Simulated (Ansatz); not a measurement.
A run for Ansatz (a first-principles code): R-r2SCAN/def2-TZVPP on CH4GeO2 (SMILES C[O][Ge][OH]), a point of a torsion scan.

Ansatz 0.2 input:
```yaml
crystal:
  periodic: [false, false, false]
  atoms:
    - {symbol: C, position_ang: [-1.22828103, 0.17125114, 0.38455294]}
    - {symbol: O, position_ang: [-0.18697297, -0.64534356, -0.07885679]}
    - {symbol: Ge, position_ang: [1.19398601, -1.60080624, -0.57310355]}
    - {symbol: O, position_ang: [2.36867372, -0.43220730, -1.20784971]}
    - {symbol: H, position_ang: [-2.04017303, -0.44764224, 0.77645634]}
    - {symbol: H, position_ang: [-0.86670857, 0.82891653, 1.17897563]}
    - {symbol: H, position_ang: [-1.61304983, 0.78707777, -0.43258983]}
    - {symbol: H, position_ang: [2.36357707, 0.51831521, -1.29566815]}
basis:
  gaussian:
    orbitals: def2-TZVPP
hamiltonian:
  xc: {name: r2SCAN}
scf: {lower_state_search: off}
```

Output:

```
WARN ansatz: RAYON_NUM_THREADS=1 ignored (pool sized by the plan → 1); use --threads N
Functional definition: r2SCAN
these checks for a lower state are left out or cut short: stability, starts, cluster_reference, orbital_swaps, neighbouring_geometries, increment
integrals: 0.11 GiB planned
1076 factors; their error is unknown
mean field: 0.75 GiB planned
mean field evaluation 1: about -61701.1882 eV, gradient 8.7e1 eV
mean field evaluation 2: about -61632.0839 eV, gradient 1.9e2 eV
mean field evaluation 4: about -61713.6713 eV, gradient 2.2e1 eV
mean field evaluation 8: about -61714.5141 eV, gradient 1.6e-1 eV
mean field evaluation 16: about -61714.4956 eV, gradient 6.5e-4 eV
mean field -61714.49559213 eV, -2267.9658814233 hartree, gradient 2.1e-6 eV, S^2 0.000000; 0 other end points of the search recorded, 0 dependent functions left out
reference -61714.49560316 eV, -2267.9658818285 hartree; 29, 29 occupied and 168, 168 virtual orbitals, 1076 factors
Total energy: -61714.49560316 eV, -2267.9658818285 hartree
Checks for a lower state left out: stability, starts, cluster_reference, orbital_swaps, neighbouring_geometries, increment
```

The calculation finished and met its thresholds.

Cost: about 4 core-seconds (a rough figure).
